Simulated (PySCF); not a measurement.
I₂Zn, charge -1, multiplicity 2. Atoms are numbered in the order given.

```xyz
3

Zn     0.0000     0.0000     1.0561
I      0.0000     2.3488    -0.2989
I      0.0000    -2.3488    -0.2989
```
Charge -1, spin multiplicity 2.

Geometry optimised at B3LYP-D3(BJ)/def2-SVPD. The def2 effective core potentials stand for the cores of I; spin–orbit coupling is left out.

Calculation: PySCF with M06-2X/def2-TZVPD.

Gas-phase values at a fixed geometry.

Computed frontier levels, dipole moment and polarisability:
```
Property                                                             Result
------------------------------------------------  -------------------------
α spin, highest occupied and lowest empty level           -1.68 and 2.86 eV
β spin, highest occupied and lowest empty level           -4.06 and 0.90 eV
dipole moment about the centre of nuclear charge                     0.33 D
mean static polarisability                           145.4 bohr³ (21.54 Å³)
polarisability, principal values                  110.8, 136.5, 188.9 bohr³
⟨S²⟩                                                0.754 (pure state 0.75)
```
